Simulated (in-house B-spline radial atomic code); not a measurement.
A fraction x of an electron is moved 4p → 4f in Zr³⁺, starting from [Kr] 4d1 and keeping the highest spin. All numbers are computed (scalar-relativistic (X2C) CAM-B3LYP, spin-polarised, spherical fractional occupations; Fermi nucleus of rms radius 4.2694 fm) with an all-electron radial atomic-structure program (B-spline basis), not measured.

Caution: exact exchange at fractional occupations of open shells leaves self-interaction of up to several eV.

| x | E(x) - E(0) (eV) | 4p down level (eV) | 4f up level (eV) |
| --- | --- | --- | --- |
| 0 | 0.0000 | -62.642 | - |
| 0.125 | 6.7425 | -63.316 | -9.210 |
| 0.25 | 13.5267 | -63.953 | -9.515 |
| 0.375 | ? | ? | ? |
| 0.5 | 27.2113 | -65.110 | -10.092 |
| 0.625 | 34.1039 | -65.629 | -10.370 |
| 0.75 | 41.0245 | -66.110 | -10.644 |
| 0.875 | ? | ? | ? |
| 1 | 54.9330 | -66.959 | -11.180 |

Q: What belongs in the row x = 0.375?

A: An energy change of 20.3508 eV; 4p down at -64.551 eV, 4f up at -9.808 eV.

Q: What belongs in the row x = 0.875?

A: An energy change of 47.9690 eV; 4p down at -66.553 eV, 4f up at -10.914 eV.

Q: Check Janak's theorem between x = 0.125 and 0.25.

A: The slope of the energy is 54.27 eV; the orbital levels give 54.27 eV (ε of the receiving orbital less ε of the emptying one, averaged over the two points).
